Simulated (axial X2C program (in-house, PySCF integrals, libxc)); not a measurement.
**Ionising NiSi**

Computed with an in-house relativistic program for diatomic molecules, spin-free (one-electron X2C) or two-component (2c: spin–orbit coupling with atomic mean-field Coulomb and Gaunt terms, which also bring small scalar terms), in Dyall basis sets with cores contracted in-house; open shells are unrestricted.

Basis sets: Ni dyall-cv3z, Si dyall-v3z. Frozen shells (counts by l): NiSi Ni 3s2p, Si 2s1p, 14 electrons correlated; NiSi⁺ Ni 3s2p, Si 2s1p, 13 electrons correlated. Coupled cluster in natural virtuals with an MP2 remainder. Where the outer core of a metal is frozen, bonds come out longer and ionisation energies lower.

```csv
Hamiltonian,level,NiSi state,Re (Å),ωe (cm⁻¹),De (eV)
spin-free,HF,"M_S = 0, Λ = 3",2.366,260.9,-1.18
spin-free,CCSD,"M_S = 0, Λ = 3",2.179,371.3,1.74
spin-free,CCSD(T),"M_S = 0, Λ = 3",2.152,406.1,n/a
2c,HF,Ω = 3,2.365,260.6,-1.21
2c,PBE0,Ω = 3,2.184,376.0,n/a
```

Adiabatic ionisation energy (minimum to minimum, no zero-point term) and constants of NiSi⁺:

```tsv
Hamiltonian	level	NiSi⁺ state	IE (eV)	Re (Å)	ωe (cm⁻¹)	De (eV)	fragments
spin-free	HF	M_S = 1/2, Λ = 0	6.23	2.519	244.9	0.64	Ni+ + Si
spin-free	CCSD	M_S = 1/2, Λ = 0	7.12	2.233	317.9	2.26	Ni+ + Si
spin-free	CCSD(T)	M_S = 1/2, Λ = 0	7.28	2.175	356.8	n/a	Ni+ + Si
2c	HF	Ω = 5/2	5.83	2.443	224.9	n/a	Ni+ + Si
2c	PBE0	Ω = 5/2	7.14	2.187	391.4	n/a	Ni+ + Si
```

(1) Add the zero-point terms to the ionisation energy at PBE0, 2c, and say whether the electron removed was bonding.

Each entry is the lowest single determinant of a limited PBE0 search at one distance. De goes to single-determinant-based atoms at the same level (for ions the charge split of lowest energy) and is withheld (n/a) where an atom does not fit its ground term or J level. Main or longest-lived isotopes. One determinant is a doubtful description, or other states lie close, for NiSi, NiSi⁺; these need not be ground states, and all values refer to the states named. With several unpaired electrons the Ω given is that of one determinant, not necessarily of the lowest component. Some light 2c atoms are not at their ground J level, so De misses part of their lowering (0.04 eV or less). The functionals have no current term, which raises determinants with orbital currents.

Results:

(1) IE0 = IE + (ωe⁺ − ωe)/2 = 7.14 + (0.001) = 7.14 eV. Re changes by 0.003 Å, so the electron was nearly non-bonding.
